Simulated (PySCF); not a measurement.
C7H5ClO.
SMILES with atom numbers: `[O:1]=[C:2]([Cl:3])[c:4]1[cH:5][cH:6][cH:7][cH:8][cH:9]1` (hydrogens: H10 on C5; H11 on C6; H12 on C7; H13 on C8; H14 on C9)

The same species was optimised twice, with GFN2-xTB and with PBE0-D3(BJ)/def2-SVP (PySCF), and the same property calculations (PySCF, gas phase) were run on both structures.

| coordinate | GFN2-xTB | PBE0-D3(BJ)/def2-SVP | change |
| --- | --- | --- | --- |
| C2–C4 (Å) | 1.464 | 1.482 | +0.018 |
| C2–Cl3 (Å) | 1.776 | 1.792 | +0.016 |
| C5–C6 (Å) | 1.382 | 1.391 | +0.009 |
| C7–C8 (Å) | 1.387 | 1.396 | +0.009 |
| C8–C9 (Å) | 1.380 | 1.389 | +0.009 |
| C6–C7 (Å) | 1.386 | 1.395 | +0.009 |
| C4–C5 (Å) | 1.394 | 1.399 | +0.005 |
| C4–C9 (Å) | 1.399 | 1.403 | +0.004 |
| O1=C2 (Å) | 1.190 | 1.187 | -0.003 |
| O1–C2–C4 (°) | 127.1 | 125.6 | -1.5 |
| O1–C2–Cl3 (°) | 118.4 | 119.5 | +1.1 |
| Cl3–C2–C4 (°) | 114.5 | 115.0 | +0.5 |
| C5–C4–C9 (°) | 119.5 | 119.9 | +0.4 |
| C2–C4–C9 (°) | 116.6 | 116.4 | -0.2 |
| C5–C6–C7 (°) | 120.4 | 120.1 | -0.3 |
| C4–C9–C8 (°) | 120.2 | 120.0 | -0.2 |
| C6–C7–C8 (°) | 120.1 | 120.2 | +0.1 |
| O1–C2–C4–C5 (°) | 180 | -179 | +1 |

Rotational constants: A = 3173, B = 950.2, C = 731.2 MHz (GFN2-xTB) against A = 3138, B = 935.8, C = 720.9 MHz (PBE0-D3(BJ)/def2-SVP). Point groups within 0.08 Å: Cs and Cs.

On the GFN2-xTB structure: HOMO (eV) -8.08 [PBE0/pcSseg-1]; LUMO (eV) -2.24 [PBE0/pcSseg-1]; dipole (D) 4.05 [PBE0/pcSseg-1]; GIAO shielding of O1 (ppm) -227.7 [PBE0/pcSseg-1]; GIAO shielding of C2 (ppm) 10.1 [PBE0/pcSseg-1]; GIAO shielding of Cl3 (ppm) 544.6 [PBE0/pcSseg-1]; GIAO shielding of C4 (ppm) 50.8 [PBE0/pcSseg-1]; GIAO shielding of C5/C9 (mean) (ppm) 47.2 [PBE0/pcSseg-1]; GIAO shielding of C6/C8 (mean) (ppm) 52.7 [PBE0/pcSseg-1]; GIAO shielding of C7 (ppm) 45.0 [PBE0/pcSseg-1].

**Question.** What do these properties become on the PBE0-D3(BJ)/def2-SVP structure?

**Answer.** 
```tsv
property	level	on GFN2-xTB	on PBE0-D3(BJ)/def2-SVP	change
HOMO (eV)	PBE0/pcSseg-1	-8.08	-8.04	+0.04
LUMO (eV)	PBE0/pcSseg-1	-2.24	-2.22	+0.02
dipole (D)	PBE0/pcSseg-1	4.05	3.95	-0.10
energy, GFN2-xTB geometry as zero (kcal/mol)	PBE0/pcSseg-1	0.0	-0.4	-0.4
GIAO shielding of O1 (ppm)	PBE0/pcSseg-1	-227.7	-225.4	+2.3
GIAO shielding of C2 (ppm)	PBE0/pcSseg-1	10.1	9.5	-0.6
GIAO shielding of Cl3 (ppm)	PBE0/pcSseg-1	544.6	539.3	-5.3
GIAO shielding of C4 (ppm)	PBE0/pcSseg-1	50.8	48.1	-2.7
GIAO shielding of C5/C9 (mean) (ppm)	PBE0/pcSseg-1	47.2	45.8	-1.4
GIAO shielding of C6/C8 (mean) (ppm)	PBE0/pcSseg-1	52.7	50.4	-2.3
GIAO shielding of C7 (ppm)	PBE0/pcSseg-1	45.0	43.0	-2.0
```

The heavy atoms differ by 0.018 Å rms after alignment. Among bonds between heavy atoms C2–C4 changes most (+0.018 Å). Changes are differences of the printed values. Neither structure is proved a minimum here.

The values belong to the conformer `[O:1]=[C:2]([Cl:3])[c:4]1[cH:5][cH:6][cH:7][cH:8][cH:9]1`: O1–C2–C4–C5 -179°.
